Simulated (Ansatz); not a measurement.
The same path of BCl₂H₂InO (7 atoms, charge 0, multiplicity 1) was run twice with different band settings. Lost on the way: In2–H7. Made: O1–H7.

Theory: Ansatz, UKS PBE-D4/def2-SVP.

Relaxed end points:

```xyz
7
Properties=species:S:1:pos:R:3
O -0.765 -1.514 -1.517
In -0.859 0.203 -0.424
B 0.864 0.648 0.990
Cl 0.881 0.000 2.627
Cl 2.233 1.626 0.470
H 0.052 -2.014 -1.330
H -2.345 0.983 -0.861
```

```xyz
7
Properties=species:S:1:pos:R:3
O -0.855 -0.634 -1.416
In -1.774 -0.344 0.930
B 0.664 0.251 1.262
Cl 1.466 0.547 2.820
Cl 1.779 0.503 -0.167
H 0.061 -0.268 -1.343
H -1.280 -0.123 -2.131
```

Common settings: movable images 9; climbing image yes; optimiser quadratic models (default); start path through a guess of the saddle point; force threshold 0.05 eV/Å; end points relaxed.

| run | spring | iteration limit |
| --- | --- | --- |
| 1 | 5.0 eV/Å² | 38 |
| 2 | 20.0 eV/Å² | 51 |

(1) What does each run give, and how far can it be trusted?

## Answers

(1) Run 1: converged after 25 iterations, highest image 1.618 eV above the first end. Neighbouring images differ by up to 1.5 eV, so the band resolves the path poorly. A vibrational analysis at the climbing image gives one clearly imaginary mode, 1052i cm⁻¹: a first-order saddle point.
Run 2: converged after 22 iterations, highest image 1.619 eV above the first end. Neighbouring images differ by up to 1.4 eV, so the band resolves the path poorly. Another band between the same ends (9 images) ends at a top of the same energy, where a vibrational analysis finds 1 clearly imaginary mode.
The orbitals stay closed-shell, which can raise the energy where a bond breaks towards radicals; this wasn't checked here.
